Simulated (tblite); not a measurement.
C6H2NPS.
SMILES: `C#CC1=PC(C#N)=CS1`

Level: GFN2-xTB in tblite, geometry and Hessian alike; calculated harmonic values, unscaled, isolated species. Against measured fundamentals such values can be off by several per cent, at times by over 20.

Harmonic wavenumbers (cm⁻¹): 75.3, 100.6, 148.9, 160.0, 274.7, 356.9, 370.7, 403.0, 435.0, 464.5, 494.2, 539.6, 576.8, 630.2, 650.2, 680.4, 751.2, 883.4, 951.1, 1104.3, 1167.2, 1214.4, 1456.2, 2222.6, 2362.2, 3116.0, 3399.7.

A = 2956, B = 805.4, C = 632.9 MHz; mass 150.965 u (most abundant isotopes); point group Cs, symmetry number 1.

Task: Zero-point energy?

Result: Half the sum of the wavenumbers: 12495 cm⁻¹ = 35.72 kcal/mol.

Task: Give the ideal-gas entropy at 298.15 K and 1 bar in the rigid-rotor, harmonic-oscillator model (classical rotation).

Result: Translation 40.97, rotation 29.75, vibration 22.52: S = 93.2 cal/(mol K).

Task: And Cp and H(298.15 K) − H(0)?

Result: Cp = 33.41 cal/(mol K), of which vibrations give 25.47 (their classical limit is 27 R = 53.7); H(298.15 K) − H(0) = 6.15 kcal/mol without the zero-point energy, 3.78 from vibrations.

Task: Blend soft modes into free rotors: weight 1/[1 + (100 cm⁻¹/ν̃)⁴] for the oscillator and the rest for a rotor with moment μB/(μ + B), μ = h/(8π²ν), B = 10⁻⁴⁴ kg m². What vibrational entropy results?

Result: 21.53 cal/(mol K) in place of 22.52, which changes −T·S at 298.15 K by +0.30 kcal/mol.

Task: Which modes carry the vibrational entropy at 298.15 K?

Result: 75.3 cm⁻¹: 4.01; 100.6 cm⁻¹: 3.44; 148.9 cm⁻¹: 2.69; 160.0 cm⁻¹: 2.55; 274.7 cm⁻¹: 1.57; 356.9 cm⁻¹: 1.14 cal/(mol K); the other 21 give 7.13 together.

Task: What must be added to the electronic energy to get the Gibbs energy at 298.15 K and 1 bar?

Result: ZPE + [H(298.15 K) − H(0)] − T·S = 35.72 + 6.15 − 27.80 = 14.07 kcal/mol.

Hindered rotation and anharmonicity are outside this model.
